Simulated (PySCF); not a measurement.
PBE0 on Sc²⁰⁺ (scandium, charge +20)

Configuration: 1s1, 2S determinant. Computed with PySCF 2.14 in an even-tempered Gaussian basis (17 s from 17 bohr⁻², ratio 2; 7 p from 26 bohr⁻², ratio 2.2; 4 d from 77 bohr⁻², ratio 2.2; 3 f from 120 bohr⁻², ratio 2.2; 3 g from 170 bohr⁻², ratio 2.2; 2 h from 260 bohr⁻², ratio 2.2), with no relativity, point nucleus.

| Quantity | Value |
| --- | --- |
| Total energy | -220.403 hartree |
| One-electron energy | -220.500 hartree |
| Hartree (Coulomb) energy | 6.558 hartree |
| Exchange-correlation energy | -6.461 hartree |
| Kinetic energy | 220.39676 hartree |
| ⟨S²⟩ | 0.7500 |
| ⟨L²⟩ | 0.000 |
| Sum of ⟨r⟩ | 0.07150 bohr |
| Sum of ⟨r²⟩ | 0.006822 bohr² |
| Density at the nucleus (Gaussians lack the cusp) | 2920 bohr⁻³ |
| Spin density at the nucleus | 2920 bohr⁻³ |

```json
{"shell": "1s α", "electrons": "1", "mean orbital energy (hartree)": "-216.81022", "rms radius, mean of both spins (bohr)": "0.0826"}
```

For one electron the Hartree and exchange-correlation energies should cancel; what remains is the self-interaction error.
